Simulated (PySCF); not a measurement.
# Working with the constants of BiCl⁻

UHF-CCSD(T) constants of BiCl⁻, ⁴Σ⁻ (quartet), unpaired electrons σ ↑, π ↑↑ (basis Bi def2-SVPD with ECP60, Cl def2-SVPD; scalar-relativistic core potentials; PySCF 2.14; masses 208.9804 and 34.9689 u):

* ωe: 92.3 cm⁻¹
* ωexe: 0.947 cm⁻¹
* Be: 0.051895 cm⁻¹
* αe: 0.000591 cm⁻¹
* De to Bi + Cl⁻: 0.340 eV

Q: What force constant and bond length do these constants imply?

A: Reduced mass μred = 29.956 u; k = 5.8918×10⁻⁷·μred·ωe² (u, cm⁻¹, mdyn/Å) = 0.150 mdyn/Å; Re = √(16.8576/(μred·Be)) (u, cm⁻¹, Å) = 3.293 Å.

Q: Estimate the centrifugal constant D from the Kratzer relation and find the Dunham coefficient a1.

A: D = 4Be³/ωe² = 6.56e-08 cm⁻¹; a1 = −1 − αeωe/(6Be²) = -4.38.

Correlated steps freeze 9 core orbitals. The bond is weak. Basis-set superposition, not corrected here, can be much of De in a small basis, most of all at correlated wavefunction levels. Spin–orbit coupling is left out, which matters for elements this heavy, above all for dissociation energies. For an ion De counts to the pair picked by the measured ionisation energies or electron affinities, which need not be the lowest pair at this level. The state is the lowest determinant that a PBE0 search found; another state may lie lower at other levels.
